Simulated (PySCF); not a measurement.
# C6H13Si2: g tensor and hyperfine couplings

Species: C6H13Si2 (doublet state).
Cartesian coordinates in Å at the PBE0-D3(BJ)/def2-SVP level; atoms count from 1:
```xyz
21
C6H13Si2 angstrom
C      1.8242   -0.6269    0.3485
C      0.9964   -1.3654   -0.7391
Si    -0.5578   -0.3639   -1.1779
C     -0.0123    1.4560   -1.1365
C      0.1883    1.9275    0.3300
Si     0.6807    0.4498    1.4408
C     -0.9225   -0.5753    1.6344
C     -1.7271   -0.5754    0.3052
H      2.4227   -1.3372    0.9423
H      2.5488    0.0577   -0.1247
H      1.6160   -1.5812   -1.6262
H      0.6614   -2.3453   -0.3578
H     -1.1751   -0.7671   -2.4804
H      0.9398    1.5286   -1.6899
H     -0.7219    2.1134   -1.6675
H     -0.7571    2.3287    0.7337
H      0.9160    2.7538    0.3854
H     -0.6155   -1.6030    1.8934
H     -1.5443   -0.2247    2.4746
H     -2.4356    0.2707    0.2922
H     -2.3431   -1.4868    0.2186
```

The hyperfine couplings belong to this conformer and change with its torsions.

As a line formula: `C1C[SiH]2CC[Si]1CC2` [radical].

Method: UKS B3LYP, IGLO-III on C Si, pcH-1 on H, non-relativistic, mean-field spin-orbit, GIAO in PySCF. Isolated species at its PBE0-D3(BJ)/def2-SVP geometry, gas phase. Stability of the SCF solution: not tested.

```json
{
 "g1, g2, g3": "2.00212, 2.00460, 2.00460",
 "g_iso": "2.00378",
 "Form of g": "axial",
 "⟨S²⟩": "0.7515 (exact 0.7500)",
 "α and β electrons": "39, 38",
 "HOMO–LUMO gap, α and β orbitals": "5.86, 4.61 eV",
 "Total energy": "-815.57233 Eh"
}
```

Isotropic coupling and dipolar principal values T1 to T3, in MHz; ρ(0) is the spin density at the nucleus:

| atom | isotope | a_iso | of which spin–orbit | T1 | T2 | T3 | Mulliken spin population | ρ(0) (bohr⁻³) |
| --- | --- | --- | --- | --- | --- | --- | --- | --- |
| C1 | 13C | 32.1 | 0.0 | -5.1 | -4.5 | 9.6 | 0.03 | 0.0285 |
| C2 | 13C | 20.2 | 0.0 | -2.5 | -2.1 | 4.7 | 0.01 | 0.0179 |
| Si3 | 29Si | -14.8 | 0.0 | -0.8 | 0.4 | 0.4 | 0.01 | 0.0166 |
| C4 | 13C | 20.2 | 0.0 | -2.5 | -2.1 | 4.6 | 0.01 | 0.0179 |
| C5 | 13C | 32.0 | 0.0 | -5.2 | -4.5 | 9.7 | 0.03 | 0.0285 |
| Si6 | 29Si | -496.7 | 1.0 | -159.2 | 79.6 | 79.6 | 0.84 | 0.5600 |
| C7 | 13C | 32.0 | 0.0 | -5.2 | -4.5 | 9.6 | 0.03 | 0.0285 |
| C8 | 13C | 20.3 | 0.0 | -2.5 | -2.1 | 4.7 | 0.01 | 0.0181 |
| H9 | 1H | 4.4 | 0.0 | -4.6 | -2.5 | 7.2 | 0.00 | 0.0010 |
| H10 | 1H | -3.2 | 0.0 | -4.1 | -1.8 | 6.0 | 0.00 | -0.0007 |
| H11 | 1H | 14.5 | 0.0 | -1.8 | -0.6 | 2.5 | 0.01 | 0.0032 |
| H12 | 1H | -1.3 | 0.0 | -2.1 | -0.9 | 2.9 | 0.00 | -0.0003 |
| H13 | 1H | -0.4 | 0.0 | -0.6 | -0.6 | 1.2 | 0.00 | -0.0001 |
| H14 | 1H | -1.3 | 0.0 | -2.1 | -0.9 | 2.9 | 0.00 | -0.0003 |
| H15 | 1H | 14.6 | 0.0 | -1.8 | -0.6 | 2.5 | 0.01 | 0.0033 |
| H16 | 1H | -3.2 | 0.0 | -4.1 | -1.8 | 6.0 | 0.00 | -0.0007 |
| H17 | 1H | 4.4 | 0.0 | -4.6 | -2.5 | 7.2 | 0.00 | 0.0010 |
| H18 | 1H | -3.3 | 0.0 | -4.1 | -1.8 | 6.0 | 0.00 | -0.0007 |
| H19 | 1H | 4.3 | 0.0 | -4.6 | -2.5 | 7.2 | 0.00 | 0.0010 |
| H20 | 1H | -1.3 | 0.0 | -2.1 | -0.9 | 2.9 | 0.00 | -0.0003 |
| H21 | 1H | 14.5 | 0.0 | -1.8 | -0.6 | 2.5 | 0.01 | 0.0032 |

The largest Mulliken spin population is on Si6 (+0.84). The angles at Si6 add up to 314.7°, so it is pyramidal.

Under fast tumbling the dipolar parts average out, and these isotropic splittings remain: 6 × 1H (H11 (×6), I = 1/2, 7 lines) with 0.24 mT.

Means are taken over nuclei equivalent by connectivity, which assumes that they swap fast. The 1H value of +6.6 MHz is a mean of couplings from -1.3 to 14.6 MHz in this one geometry, not an average over conformers.

The 29Si coupling of Si6 (-496.7 MHz) shows only in satellite lines or after enrichment, since that isotope makes up about 4.7 % of natural silicon.

The 13C coupling of C1/C5/C7 (mean 32.0 MHz) shows only in satellite lines or after enrichment, since that isotope makes up about 1.07 % of natural carbon.
